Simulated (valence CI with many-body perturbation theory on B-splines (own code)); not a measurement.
# E1 transitions of Zr⁺

Computed by relativistic CI+MBPT: three valence electrons over a frozen Dirac-Fock core [Kr], a basis of 7 s, 7 p, 8 d, 6 f, 4 g, 1 h functions for each j, with the one-electron correlation potential Σ1, the two-electron term Σ2, the three-electron term Σ3, Breit, model QED; selected CI, second order for the rest, scaled by the run's own slope (own B-spline code, finite nucleus).

Against 29 measured levels this calculation errs by 246 cm⁻¹ on average and by 602 at most. These come from a selection out of the NIST Handbook of Basic Atomic Spectroscopic Data. Levels without a partner in it may be off by more, other configurations by 1,000 to 4,000 cm⁻¹.

Lines 1 to 50 of 524 in falling wavelength, among levels below 76582 cm⁻¹, chosen from the strongest by gf and those to the six lowest levels. Wavelengths and rates use the calculated energies, so an error of 200 cm⁻¹ moves a line at 2468 nm by 4.9 % and its rate by three times that or more. Electric multipoles are in the length gauge, E1 and E2 with the static RPA response of the core. Weak lines are less certain than strong ones. Lines between different terms over intervals too small for the method are left out, as are lines whose strength nearly cancels. Where a level lies close to another of its J and parity, the split of strength between their lines is uncertain. The highest levels of a list are the least certain.

Names give the largest LS component (configuration and term), which can be under half, so a name can repeat, a term be missing and a line seem to break the LS rules; names also repeat where a configuration has a term twice. Letters in brackets count levels of one name in rising energy.

| λ vac (nm) | Upper | Lower | A (s⁻¹) | S (a.u.) |
| --- | --- | --- | --- | --- |
| 2468 | 4d²6p ²D°_3/2 [b] | 4d²5d ²D_3/2 [b] | 1.12e+06 | 3.32e+01 |
| 2356 | 4d²6p ²D°_5/2 [a] | 4d²5d ²D_5/2 [a] | 1.43e+06 | 5.53e+01 |
| 2350 | 4d²6p ²F°_7/2 [a] | 4d²5d ⁴P_5/2 [a] | 7.04e+05 | 3.61e+01 |
| 2335 | 4d²6p ⁴D°_7/2 | 4d²5d ²G_9/2 [a] | 5.50e+05 | 2.76e+01 |
| 2298 | 4d²6p ²F°_5/2 [b] | 4d²5d ²G_7/2 [b] | 2.37e+06 | 8.52e+01 |
| 2209 | 4d²6p ⁴G°_5/2 | 4d²5d ⁴G_7/2 | 9.05e+05 | 2.89e+01 |
| 2209 | 4d²6p ⁴G°_7/2 | 4d²5d ⁴G_9/2 | 6.49e+05 | 2.76e+01 |
| 2181 | 4d²6p ⁴G°_9/2 | 4d²5d ⁴G_11/2 | 5.88e+05 | 3.01e+01 |
| 2176 | 4d²6p ²G°_9/2 | 4d²5d ²G_9/2 [a] | 8.53e+05 | 4.34e+01 |
| 2166 | 4d²6p ²F°_7/2 [b] | 4d²5d ²G_9/2 [b] | 2.71e+06 | 1.08e+02 |
| 2160 | 4d²6p ⁴D°_7/2 | 4d²5d ⁴P_5/2 [a] | 6.41e+05 | 2.55e+01 |
| 2086 | 4d²6p ⁴G°_5/2 | 4d²5d ⁴H_7/2 | 2.88e+06 | 7.74e+01 |
| 2050 | 4d²6p ²F°_7/2 [b] | 4d²5d ²F_7/2 [b] | 9.44e+05 | 3.21e+01 |
| 2033 | 4d²6p ⁴G°_7/2 | 4d²5d ⁴H_9/2 | 3.37e+06 | 1.12e+02 |
| 2019 | 4d²6p ²F°_5/2 [b] | 4d²5d ²F_5/2 [b] | 1.01e+06 | 2.46e+01 |
| 2017 | 4d²6p ⁴G°_11/2 | 4d²5d ⁴H_13/2 | 4.17e+06 | 2.02e+02 |
| 2004 | 4d²6p ⁴G°_9/2 | 4d²5d ⁴H_11/2 | 3.55e+06 | 1.41e+02 |
| 1990 | 4d²6p ⁴G°_7/2 | 4d²5d ⁴G_7/2 | 1.27e+06 | 3.96e+01 |
| 1978 | 4d²6p ⁴G°_5/2 | 4d²5d ⁴G_5/2 | 1.18e+06 | 2.71e+01 |
| 1966 | 4d²5d ²H_11/2 [b] | 4d²6p ²G°_9/2 | 8.03e+05 | 3.61e+01 |
| 1954 | 4d²6p ⁴G°_9/2 | 4d²5d ⁴G_9/2 | 1.37e+06 | 5.06e+01 |
| 1950 | 4d²6p ⁴F°_7/2 | 4d²5d ⁴G_9/2 | 1.65e+06 | 4.82e+01 |
| 1938 | 4d²6p ⁴F°_5/2 | 4d²5d ⁴G_7/2 | 1.28e+06 | 2.75e+01 |
| 1896 | 4d²6p ⁴F°_9/2 | 4d²5d ⁴G_11/2 | 2.13e+06 | 7.15e+01 |
| 1893 | 4d²6p ⁴G°_11/2 | 4d²5d ⁴G_11/2 | 1.52e+06 | 6.09e+01 |
| 1893 | 4d²6p ²D°_5/2 [a] | 4d²5d ²P_3/2 [b] | 1.07e+06 | 2.15e+01 |
| 1888 | 4d²6p ²D°_5/2 [b] | 4d²5d ²F_7/2 [b] | 2.76e+06 | 5.51e+01 |
| 1842 | 4d²6p ⁴F°_3/2 | 4d²5d ⁴G_5/2 | 3.03e+06 | 3.74e+01 |
| 1842 | 4d²6p ⁴F°_5/2 | 4d²5d ⁴H_7/2 | 1.52e+06 | 2.82e+01 |
| 1812 | 4d²6p ⁴F°_7/2 | 4d²5d ⁴H_9/2 | 8.99e+05 | 2.11e+01 |
| 1795 | 4d²6p ²D°_3/2 [b] | 4d²5d ²F_5/2 [b] | 2.93e+06 | 3.35e+01 |
| 1764 | 4d²6p ⁴D°_5/2 | 4d²5d ⁴D_5/2 [a] | 1.97e+06 | 3.21e+01 |
| 1760 | 4d²6p ⁴F°_9/2 | 4d²5d ⁴H_11/2 | 7.39e+05 | 1.99e+01 |
| 1722 | 4d²6p ⁴D°_7/2 | 4d²5d ⁴D_7/2 | 1.87e+06 | 3.77e+01 |
| 1682 | 4d²5d ²H_9/2 [b] | 4d²6p ²G°_7/2 | 8.32e+05 | 1.95e+01 |
| 1315 | 4d²6p ⁴S°_3/2 [a] | 4d²6s ⁴P_5/2 | 3.39e+06 | 1.52e+01 |
| 1173 | 4d²6p ⁴G°_5/2 | 4d²6s ⁴F_5/2 | 4.66e+06 | 2.22e+01 |
| 1167 | 4d²6p ²F°_7/2 [a] | 4d²6s ²F_7/2 | 1.15e+07 | 7.22e+01 |
| 1155 | 4d²6p ²F°_5/2 [a] | 4d²6s ²F_5/2 | 1.75e+07 | 7.96e+01 |
| 1142 | 4d²6p ²F°_5/2 [b] | 4d²5d ²P_3/2 [b] | 4.86e+06 | 2.14e+01 |
| 1142 | 4d²6p ⁴D°_1/2 [b] | 4d²6s ⁴P_1/2 | 1.21e+07 | 1.78e+01 |
| 1139 | 4d²6p ⁴G°_5/2 | 4d²6s ⁴F_3/2 | 1.85e+07 | 8.09e+01 |
| 1124 | 4d²6p ⁴F°_3/2 | 4d²6s ⁴F_5/2 | 6.07e+06 | 1.70e+01 |
| 1124 | 4d²6p ²P°_3/2 | 4d²6s ²D_5/2 | 2.40e+07 | 6.73e+01 |
| 1118 | 4d²6p ⁴D°_7/2 | 4d²6s ²F_7/2 | 1.21e+07 | 6.67e+01 |
| 1109 | 4d²6p ²F°_5/2 [b] | 4d²6s ²D_5/2 | 3.79e+06 | 1.53e+01 |
| 1108 | 4d²6p ⁴G°_7/2 | 4d²6s ⁴F_5/2 | 2.25e+07 | 1.21e+02 |
| 1105 | 4d²6p ²F°_5/2 [b] | 4d²6s ²D_3/2 | 1.48e+07 | 5.91e+01 |
| 1100 | 4d²6p ⁴G°_9/2 | 4d²6s ⁴F_7/2 | 2.54e+07 | 1.67e+02 |
| 1099 | 4d²6p ⁴F°_7/2 | 4d²6s ⁴F_7/2 | 2.26e+07 | 1.18e+02 |
